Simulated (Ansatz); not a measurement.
Cost and result up the ladder for diborane 1,2-di F (B2H4F2) (8 atoms). The state is a singlet with charge 0. Geometry: PBE-D4/def2-TZVP.

| atom | x (Å) | y (Å) | z (Å) |
| --- | --- | --- | --- |
| B1 | -0.115 | -0.891 | -0.070 |
| B2 | 0.112 | 0.889 | 0.090 |
| F3 | -0.042 | -1.465 | -1.289 |
| F4 | 0.352 | 1.632 | -1.012 |
| H5 | -0.327 | -1.535 | 0.920 |
| H6 | -0.990 | 0.129 | -0.033 |
| H7 | 0.044 | 1.383 | 1.182 |
| H8 | 0.966 | -0.142 | 0.211 |

Ansatz on 2 threads of Intel Xeon Platinum 8375C on a shared host. Times are rough, and most runs start from the orbitals of an earlier one. ωB97M-V/def2-TZVP serves as the yardstick here, not as an exact answer. Differences are given only for rows in sets of like size (and for xTB, whose basis is part of the method), since another set adds its own error. Binding counts from free atoms at the same level (B doublet, F doublet, H doublet; other spins of the atoms weren't run), without zero-point energy or a counterpoise term.

LC-ωPBE has ω = 0.4 bohr⁻¹. Correlated methods freeze 4 core orbitals. Another isomer (singlet) lies 0.39 eV lower at PBE0-D4/def2-TZVP; other spin states weren't run for this one.

Correlated methods converge slowly with the basis.

```csv
level,functions,wall time
HF/STO-3G,24,0.1 s
PBE-D4/def2-SVP,76,0.55 s
PBE0-D4/def2-SVP,76,0.65 s
MP2/def2-TZVP,148,1 s
PBE0-D4/def2-TZVP,148,1.2 s
PBE-D4/def2-TZVP (with forces),148,1.2 s
LC-ωPBE/def2-TZVP,148,1.2 s
r2SCAN-D4/def2-TZVP,148,1.6 s
ωB97M-V/def2-TZVP,148,3.6 s
ωB97X-V/def2-TZVP,148,3.6 s
CCSD(T)/def2-TZVPP,180,27 s
```

Task: Estimate what each level gives for the binding energy per atom (eV).

Result: 
```csv
level,binding energy per atom (eV),difference from ωB97M-V/def2-TZVP (eV)
HF/STO-3G,3.50,–
PBE-D4/def2-SVP,3.97,–
PBE0-D4/def2-SVP,3.89,–
MP2/def2-TZVP,3.79,-0.04
PBE0-D4/def2-TZVP,3.83,-0.01
PBE-D4/def2-TZVP (with forces),3.90,0.07
LC-ωPBE/def2-TZVP,3.83,0.00
r2SCAN-D4/def2-TZVP,3.87,0.03
ωB97M-V/def2-TZVP,3.84,0.00
ωB97X-V/def2-TZVP,3.82,-0.01
CCSD(T)/def2-TZVPP,3.74,-0.10
```
